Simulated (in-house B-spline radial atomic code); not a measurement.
Successive ionisation energies of tellurium; each step leads to the configuration of the next row (after the last: bare). NIST's values go from ground level to ground level; the uncertainty of those that are theory runs from under 0.1 % in few-electron ions to several per cent in heavy many-electron ones. Computed with an all-electron radial atomic-structure program (B-spline basis): non-relativistic Hartree-Fock, average of the configuration, point nuclei.

This level leaves out relativity, spin-orbit splitting included, which matters for heavy ions.

```json
{"ion": "Te46+", "configuration": "[He] 2s2 2p2", "ionisation energy (eV)": "7908.0", "tabulated value (eV)": "8240", "tabulated kind": "tabulated theory", "computed minus tabulated (eV)": "-332", "highest orbital": "2p", "largest mean radius (bohr)": "0.12027"}
{"ion": "Te47+", "configuration": "[He] 2s2 2p1", "ionisation energy (eV)": "8141.9", "tabulated value (eV)": "8499", "tabulated kind": "tabulated theory", "computed minus tabulated (eV)": "-357", "highest orbital": "2p", "largest mean radius (bohr)": "0.11956"}
{"ion": "Te48+", "configuration": "[He] 2s2", "ionisation energy (eV)": "8434.1", "tabulated value (eV)": "8821", "tabulated kind": "tabulated theory", "computed minus tabulated (eV)": "-387", "highest orbital": "2s", "largest mean radius (bohr)": "0.11886"}
{"ion": "Te49+", "configuration": "[He] 2s1", "ionisation energy (eV)": "8641.2", "tabulated value (eV)": "9040.83", "tabulated kind": "tabulated theory", "computed minus tabulated (eV)": "-400", "highest orbital": "2s", "largest mean radius (bohr)": "0.11822"}
{"ion": "Te50+", "configuration": "1s2", "ionisation energy (eV)": "35908.4", "tabulated value (eV)": "37196.52", "tabulated kind": "tabulated theory", "computed minus tabulated (eV)": "-1288", "highest orbital": "1s", "largest mean radius (bohr)": "0.029056"}
{"ion": "Te51+", "configuration": "1s1", "ionisation energy (eV)": "36789.8", "tabulated value (eV)": "38177.74", "tabulated kind": "tabulated theory", "computed minus tabulated (eV)": "-1388", "highest orbital": "1s", "largest mean radius (bohr)": "0.028846"}
```

Where is the largest jump?

From Te49+ to Te50+, by a factor of 4.16 (8641.2 to 35908 eV); the highest orbital goes from 2s to 1s.
